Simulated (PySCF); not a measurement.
**C₆ coefficients of unlike pairs at PBE**

Calculated with PySCF 2.14 from the dipole response of each species, C₆(A,B) = (3/π) ∫ α_A(iu) α_B(iu) du, in atomic units, from isotropic polarisabilities. For ions this is the dispersion term alone; charge-induced terms of lower order in 1/R come first.

```
species           configuration                                                                                      basis      relativity  α (bohr³)  C₆ (like pair)
     Ar               [Ar] (1S)                                                                   aug-cc-pV(D+d)Z (5s4p3d)            none      10.37           60.80
   Se³⁺  [Ar] 3d10 4s2 4p1 (2P)  aug-cc-pVTZ-PP with one added diffuse shell each of s, d, f type with ECP10MDF (7s5p5d3f)  core potential      6.482           21.90
   Ne³⁺       [He] 2s2 2p3 (4S)                                                                     dyall-av3z (15s9p3d2f)            none     0.6918          0.6122
   Nb³⁺           [Kr] 4d2 (3F)                                                            aug-cc-pwCVTZ-DK (11s10p8d4f3g)   spin-free X2C      6.038           26.12
```

Task: Estimate C₆ for Nb³⁺ with Ne³⁺.

Result: The integral gives 3.855. The combination rule 2 C_A C_B / (C_A α_B/α_A + C_B α_A/α_B) gives 3.836 and the geometric mean 3.999.

No spin-orbit coupling is included.

The other pairs:

| pair | C₆ |
| --- | --- |
| Ne³⁺, Se³⁺ | 3.274 |
| Ne³⁺, Ar | 5.543 |
| Se³⁺, Ar | 36.44 |
| Nb³⁺, Se³⁺ | 23.40 |
| Nb³⁺, Ar | 39.29 |
